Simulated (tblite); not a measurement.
C₅H₁₂N₂O₂Si.
Numbering: `[CH3:1][C:2](=[O:3])[CH2:4][CH2:5][NH:6][C:7](=[O:8])[SiH2:9][NH2:10]` (hydrogens: H11, H12, H13 on C1; H14, H15 on C4; H16, H17 on C5; H18 on N6; H19, H20 on Si9; H21, H22 on N10)

Computed geometry: GFN2-xTB, gas phase.

(1) Give the optimised bond lengths and angles.

Results:

(1) 
```
                  bond  length (Å)
                 C1–C2       1.507
                 C2=O3       1.204
                 C2–C4       1.515
                 C4–C5       1.532
                 C5–N6       1.445
                 N6–C7       1.353
                 C7=O8       1.220
                C7–Si9       1.915
               Si9–N10       1.731
C1–H11, C1–H12, C1–H13       1.087
        C4–H14, C4–H15       1.093
        C5–H16, C5–H17       1.092
                N6–H18       1.007
      Si9–H19, Si9–H20       1.464
      N10–H21, N10–H22       1.009
```

Bonds in one row agree within 0.01 Å and their mean is given. A selection of angles:
```
      angle  degrees
  C2–C1–H11    108.3
  C2–C1–H12    110.4
  C2–C1–H13    110.9
 H11–C1–H12    108.8
 H11–C1–H13    108.1
   C1–C2–O3    123.0
   C1–C2–C4    114.1
   O3–C2–C4    122.9
   C2–C4–C5    112.1
  C2–C4–H14    110.3
  C2–C4–H15    107.1
  C5–C4–H14    109.8
 H14–C4–H15    107.8
   C4–C5–N6    112.1
  C4–C5–H16    109.8
  N6–C5–H16    109.6
  N6–C5–H17    107.3
 H16–C5–H17    109.0
   C5–N6–C7    122.7
  C5–N6–H18    118.4
  C7–N6–H18    118.2
   N6–C7–O8    121.9
  N6–C7–Si9    116.4
  O8–C7–Si9    121.7
 C7–Si9–N10    104.7
 C7–Si9–H19    108.3
 C7–Si9–H20    109.9
N10–Si9–H19    117.9
N10–Si9–H20    104.5
H19–Si9–H20    111.1
Si9–N10–H21    118.4
H21–N10–H22    108.8
H22–N10–Si9    117.5
```

Dihedral angles: C1–C2–C4–C5 -158° (antiperiplanar); C2–C4–C5–N6 -172° (antiperiplanar); C4–C5–N6–C7 -84° (synclinal); C5–N6–C7–O8 -3° (synperiplanar); N6–C7–Si9–N10 22° (synperiplanar). The mirror-image conformer, all signs reversed, is as good.

N10 (silicon-bound nitrogen) is pyramidal (angles 118.4°, 117.5° and 108.8°, sum 344.6°, 0.27 Å off the plane of its three neighbours). The C–N distances run from 1.353 Å (N6–C7, drawn single) to 1.445 Å (C5–N6, drawn single), a spread of 0.092 Å. The C–C distances run from 1.507 Å (C1–C2, drawn single) to 1.532 Å (C4–C5, drawn single), a spread of 0.025 Å. Of the pairs four or more bonds apart, O8···H17 is among the closest relative to their van der Waals radii: 2.48 Å, 91 % of the sum of Bondi's values. N6 (nitrogen bound to a carbonyl carbon) is planar (angles 122.7°, 118.4° and 118.2°, sum 359.3°, 0.06 Å off the plane of its three neighbours). Si9 (SiH2 silicon) is distorted tetrahedral (angles from 104.5° to 117.9°).

Point group: C1 (no symmetry element, even within 0.4 Å). Its GFN2-xTB frequencies are all real (lowest 18 cm⁻¹). The numbers are those of one conformer. 3 starts were optimised and ended at 0.00, 0.15 and 0.40 kcal/mol (GFN2-xTB); the lowest of these is shown.
